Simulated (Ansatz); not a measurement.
Compare A (`CO[Si]OC`) with its isomer B (`C[SiH2]C(=O)O`).

Program: Ansatz. Geometries: PBE0-D4/def2-TZVP. ΔE: electronic, gas phase. CCSD(T)/CBS is the MP2 limit (def2-TZVPP, def2-QZVPP) plus CCSD(T) − MP2 in def2-TZVPP, frozen cores. DFT in def2-TZVPP. B3LYP here is the variant with VWN-RPA as its local correlation; programs differ in this. One conformer a species, not always the lowest.

(1) Which isomer does CCSD(T)/CBS put lower? Give the gap. (Estimate.)

(2) Give E(B) − E(A) in kJ/mol with MP2/def2-TZVPP, B3LYP-D4, B3LYP, CCSD/def2-TZVPP, LDA (SPW92), PBE-D4, ωB97M-V. (Best estimate.)

(3) Does the order hold for the free energy at 298.15 K (harmonic terms from PBE0-D4)? (Best estimate.)

Largest T1 diagnostic: 0.015.

## Answers

(1) The calculation gave: A, by 38.1 kJ/mol.

(2) The calculation gave: MP2/def2-TZVPP 31.5, B3LYP-D4 41.5, B3LYP 38.9, CCSD/def2-TZVPP 41.2, LDA (SPW92) 27.3, PBE-D4 18.0, ωB97M-V 40.9. None reverses the order clearly.

(3) The calculation gave: Yes: G(B) − G(A) = +18.3 kJ/mol, for one conformer each. Modes under 60 cm⁻¹, often nearly free rotors, make the harmonic entropy too high.

At CCSD(T), def2-SVP lies −28.5 kJ/mol from the extrapolated value and def2-TZVPP −2.2 kJ/mol. From r2SCAN to r2SCAN0 (25 % exact exchange), in def2-TZVPP and without D4, E(B) − E(A) moves by +7.9 kJ/mol.
